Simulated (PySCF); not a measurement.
This PySCF input asks for the NMR shieldings of `InChI=1S/C3H11F3Si3/c1-8-9(2-7)3(4,5)6/h9H,2,8H2,1,7H3/t9-/m1/s1`; the geometry comes from GFN2-xTB.

```python
import basis_set_exchange as bse
import numpy as np
from pyscf import gto, dft
from pyscf.prop import nmr

atoms = """
C    -3.209214    0.007836    0.353175
Si   -1.534070   -0.753418    0.825873
Si    0.025816   -0.383545   -0.855742
C     1.806090   -0.972566   -0.558008
Si    2.748998   -0.181878    0.908428
C     0.192522    1.554920   -1.037308
F    -0.915133    2.112758   -1.576637
F     0.364800    2.176209    0.154190
F     1.222401    1.951272   -1.811407
H    -3.124669    1.083659    0.224608
H    -3.960680   -0.173909    1.116562
H    -3.584312   -0.402627   -0.580696
H    -1.116674   -0.205006    2.124062
H    -1.703416   -2.204412    1.004510
H    -0.367981   -0.724895   -2.237112
H     2.395907   -0.803537   -1.460982
H     1.781892   -2.052902   -0.412992
H     1.923802   -0.311218    2.111928
H     4.001920   -0.922356    1.086715
H     3.046851    1.216293    0.617795
"""
names = dict.fromkeys(["C", "Si", "F", "H"], "pcSseg-1")
basis = {el: gto.basis.parse(bse.get_basis(n, elements=[el], fmt="nwchem")) for el, n in names.items()}
mol = gto.M(atom=atoms, basis=basis, charge=0, verbose=0)
mf = dft.RKS(mol, xc="PBE0")
mf.grids.level = 2
mf.grids.alignment = dft.numint.BLKSIZE   # the property module wants whole blocks of grid points
mf.conv_tol = 1e-9
mf.kernel()

calc = nmr.RKS(mf)   # GIAO
C = mf.mo_coeff
Co = C[:, mf.mo_occ > 0]
resp = mf.gen_response(singlet=True, hermi=2)
def vind(x):   # induced exchange potential for any number of trial vectors
    d = np.einsum("pi,xij,qj->xpq", C, 2 * x.reshape(-1, C.shape[1], Co.shape[1]), Co, optimize=True)
    return np.einsum("xpq,pi,qj->xij", resp(d - d.transpose(0, 2, 1)), C, Co, optimize=True).ravel()
mo1, _ = nmr.rhf.solve_mo1(calc, with_cphf=vind)
sigma = calc.kernel(mo1)
for i, s in enumerate(sigma):   # ppm
    w = np.linalg.eigvalsh((s + s.T) / 2)
    print("%2d %-2s iso %8.1f  s11 %8.1f  s22 %8.1f  s33 %8.1f" % (i, mol.atom_pure_symbol(i), w.mean(), *w))
```

Question: What are the results?

Answer: 
```
 0 C  iso    197.1  s11    191.7  s22    199.1  s33    200.5
 1 Si iso    431.9  s11    404.7  s22    415.1  s33    475.8
 2 Si iso    383.5  s11    353.0  s22    379.8  s33    417.7
 3 C  iso    200.3  s11    192.1  s22    199.7  s33    208.9
 4 Si iso    422.4  s11    398.3  s22    409.8  s33    459.3
 5 C  iso     44.5  s11     37.5  s22     41.3  s33     54.8
 6 F  iso    238.2  s11    137.4  s22    250.3  s33    326.8
 7 F  iso    237.6  s11    136.8  s22    257.8  s33    318.3
 8 F  iso    241.3  s11    143.8  s22    253.9  s33    326.1
 9 H  iso     31.3  s11     25.6  s22     30.4  s33     37.9
10 H  iso     31.2  s11     26.0  s22     27.7  s33     40.0
11 H  iso     31.5  s11     26.8  s22     29.0  s33     38.8
12 H  iso     27.4  s11     23.6  s22     26.7  s33     32.0
13 H  iso     27.8  s11     23.8  s22     26.4  s33     33.2
14 H  iso     27.1  s11     24.0  s22     25.2  s33     31.9
15 H  iso     31.3  s11     26.1  s22     28.3  s33     39.4
16 H  iso     32.0  s11     26.5  s22     29.0  s33     40.4
17 H  iso     27.7  s11     23.7  s22     27.5  s33     32.1
18 H  iso     27.6  s11     23.8  s22     25.0  s33     34.0
19 H  iso     27.6  s11     23.4  s22     27.6  s33     31.8
```

These numbers come from an equivalent density-fitted implementation of the same equations, which agrees with the script to about 0.01 ppm for H and up to a few tenths of a ppm for heavy atoms, so last digits may differ.

Question: Turn these shieldings into chemical shifts. δ = σ(ref) − σ, references computed at the same level: TMS for $^{13}$C (σ = 186.93 ppm), $^{29}$Si (σ = 349.16 ppm), $^{1}$H (σ = 31.72 ppm); CFCl3 for $^{19}$F (σ = 170.95 ppm).

Answer: Averaging equivalent atoms: C 5: 142.4; C 0: -10.2; C 3: -13.3; Si 2: -34.3; Si 4: -73.3; Si 1: -82.7; F 6/7/8: -68.1; H 14: 4.66; H 12: 4.28; H 17/18/19: 4.06; H 13: 3.91; H 15: 0.44; H 9/10/11: 0.36; H 16: -0.24 ppm. Unscaled 19F shifts against computed CFCl3 carry errors that often reach 10 to 50 ppm.

Size and cost of the density-fitted run: 229 basis functions, 2.8 min wall time on 1 thread of an Intel Xeon, shared host; peak memory 1 GiB.
